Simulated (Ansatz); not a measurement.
`CN(C)N[SiH3]`. Total charge 0; spin multiplicity 1.

```xyz
15

C     1.036   -0.693   -1.015
N     0.090    0.391   -0.873
C     0.677    1.547   -0.231
N    -1.091   -0.012   -0.224
Si   -1.241   -0.800    1.305
H     0.562   -1.523   -1.540
H     1.890   -0.350   -1.603
H     1.419   -1.067   -0.049
H     1.530    1.888   -0.821
H    -0.061    2.348   -0.187
H     1.030    1.343    0.794
H    -1.880    0.011   -0.848
H    -2.705   -0.906    1.524
H    -0.645   -2.166    1.372
H    -0.610   -0.011    2.398
```

**Question.** List the harmonic frequencies (cm⁻¹, unscaled) at PBE0-D4/def2-TZVP in Ansatz. (Best estimate.)

**Answer.** Ansatz gave: 44, 145, 189, 246, 257, 274, 380, 436, 461, 652, 713, 818, 898, 919, 950, 993, 1039, 1111, 1118, 1180, 1276, 1285, 1414, 1427, 1454, 1471, 1485, 1488, 1502, 2186, 2214, 2236, 2945, 2963, 3086, 3091, 3140, 3145, 3624.

**Question.** Is this a minimum?

**Answer.** Yes, all 39 modes are real.

**Question.** Give the ideal-gas thermochemistry at 298.15 K and 1 bar (rigid rotor, harmonic oscillator; point group C1, symmetry number 1).

**Answer.** Zero-point energy 324.5 kJ/mol; H(298) − E = 347.6 kJ/mol; entropy 357.5 J/(mol·K), of which translation 165.0, rotation 111.2, vibration 81.3; G(298) − E = 241.0 kJ/mol. Modes under 100 cm⁻¹ are hindered rotations or soft bends, so the harmonic entropy is rough.

**Question.** And at 400, 500, 600, 800 and 1000 K?

**Answer.** 
```csv
T (K),H − E (kJ/mol),S (J/mol/K),G − E (kJ/mol)
400,361.7,397.8,202.5
500,378.3,434.8,160.9
600,397.4,469.5,115.6
800,441.5,532.7,15.3
1000,491.7,588.7,-97.0
```
